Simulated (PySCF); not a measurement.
C3H5BO2. Atoms are numbered in the order given.

```xyz
11

C     -3.0103     0.3384     0.2572
C     -1.5689     0.1911     0.1308
C     -0.3484     0.0810     0.0171
B      1.1736    -0.1060    -0.1087
O      1.9530     0.9303    -0.5466
O      1.7853    -1.3008     0.2101
H     -3.3816    -0.0953     1.2094
H     -3.5391    -0.1782    -0.5714
H     -3.3124     1.4063     0.2318
H      2.8897     0.6591    -0.5728
H      1.1349    -1.9604     0.5077
```
Charge 0, spin multiplicity 1.

Coordinates come from a PBE-D3(BJ)/def2-SVP optimisation. One conformer was computed; it need not be the lowest.

The numbers are results of PBE/pcSseg-1 run with PySCF, not measurements.

GIAO shieldings, no solvent; atoms listed in one row are averaged. δ = σ(ref) − σ: ¹³C against TMS (σ = 182.0 ppm); ¹¹B against BF3 (σ = 83.9 ppm); ¹⁷O against H2O (σ = 334.3 ppm); ¹H against TMS (σ = 31.49 ppm), references at their B3LYP-D3(BJ)/def2-TZVP geometries, non-relativistic.

Q: Estimate the chemical shifts. (Estimate from the structure and the level; the computed values follow.)

A: 
| nucleus | atoms | count | δ (ppm) |
|---|---|---|---|
| ¹³C | C2 | 1 | 104.7 |
| ¹³C | C3 | 1 | 85.6 |
| ¹³C | C1 | 1 | 9.6 |
| ¹¹B | B4 | 1 | 8.1 |
| ¹⁷O | O6 | 1 | 151.5 |
| ¹⁷O | O5 | 1 | 136.9 |
| ¹H | H11 | 1 | 4.58 |
| ¹H | H10 | 1 | 4.34 |
| ¹H | H7, H8, H9 | 3 | 2.51 |
